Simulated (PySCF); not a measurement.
**O⁺: ionisation energy**

O⁺ [He] 2s2 2p3 (4S) → O²⁺ [He] 2s2 2p2 (3P), as a difference of total energies. Calculation: PySCF 2.14, in ANO-RCC-VTZP (4s3p2d1f, 30 functions); scalar relativity by spin-free X2C-1e. Correlated levels: valence: 1s2 frozen; valence and next inner shell: nothing frozen. The calculations carry no spin-orbit coupling.

```json
{"method": "UHF", "ionisation energy (eV)": "34.586"}
{"method": "PBE", "ionisation energy (eV)": "35.288"}
{"method": "PBE0", "ionisation energy (eV)": "35.325"}
{"method": "r2SCAN", "ionisation energy (eV)": "35.499"}
{"method": "LC-wPBE", "ionisation energy (eV)": "35.484"}
{"method": "M06-2X", "ionisation energy (eV)": "35.117"}
{"method": "revPBE", "ionisation energy (eV)": "35.214"}
{"method": "PBEsol", "ionisation energy (eV)": "35.293"}
{"method": "MP2 (valence)", "ionisation energy (eV)": "35.202"}
{"method": "SCS-MP2 (valence)", "ionisation energy (eV)": "34.950"}
{"method": "SCS-MP2 (valence and next inner shell)", "ionisation energy (eV)": "34.959"}
```

Question: Estimate what MP2 (valence and next inner shell) gives.

Answer: 35.214 eV, closest to revPBE among the rows shown.

Question: Estimate what LDA gives.

Answer: 35.587 eV, closest to r2SCAN among the rows shown.

A first-order spin-orbit estimate (lowest level to lowest level, LS coupling) adds -0.028 eV.

Errors of the correlated levels include the incompleteness of this basis and the frozen core.

For comparison: 35.121 eV (measured; NIST Atomic Spectra Database, ionization energies).
